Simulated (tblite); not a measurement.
Species: CH7O2Si3 (doublet state).
SMILES with atom numbers: `[O:1]=[C:2][Si@H:3]([SiH3:4])[O:5][SiH3:6]` (hydrogens: H7 on Si3; H8, H9, H10 on Si4; H11, H12, H13 on Si6)

The geometry is computed with GFN2-xTB (gas phase). This method treats the open shell by occupation alone, without spin polarisation.

(1) What internal coordinates does the optimisation give?

Results:

(1) 
```csv
bond,length (bohr),order
O1=C2,2.225,double
C2–Si3,3.579,single
Si3–Si4,4.379,single
Si3–O5,3.071,single
O5–Si6,3.055,single
Si3–H7,2.782,single
"Si4–H8, Si4–H9, Si4–H10",2.776,single
"Si6–H11, Si6–H12, Si6–H13",2.761,single
```

Bonds in one row agree within 0.02 bohr and their mean is given. Orders are formal, as drawn. A selection of angles:
```csv
angle,degrees
O1–C2–Si3,137.2
C2–Si3–Si4,124.8
C2–Si3–O5,102.7
C2–Si3–H7,97.8
Si4–Si3–O5,104.8
Si4–Si3–H7,117.8
O5–Si3–H7,107.0
Si3–Si4–H8,112.7
Si3–Si4–H10,109.2
H8–Si4–H9,106.4
H8–Si4–H10,107.1
Si3–O5–Si6,167.2
O5–Si6–H11,104.5
O5–Si6–H12,107.2
H11–Si6–H12,113.0
H11–Si6–H13,111.8
```

Torsions: O1–C2–Si3–Si4 -22° (synperiplanar).

Si3 (silicon bonded to C, O, Si and H) is distorted tetrahedral (angles from 97.8° to 124.8°). Si4 (silicon bonded to Si and 3 H) is distorted tetrahedral (angles from 106.4° to 114.4°). C2 (carbon bonded to O and Si) is bent (angle 137.2°). Si6 (silicon bonded to O and 3 H) is distorted tetrahedral (angles from 104.5° to 113.0°).

Point group: C1 (no symmetry element, even within 0.4 Å). GFN2-xTB frequencies show an imaginary mode (24i cm⁻¹), so the point is no minimum at that level.

Hardware: one thread, Arm Neoverse V2 (aarch64), shared host with 96 logical CPUs at a one-minute load of 15. Cost: 0.57 s wall. This is the geometry optimisation.

One conformer stands for the species.
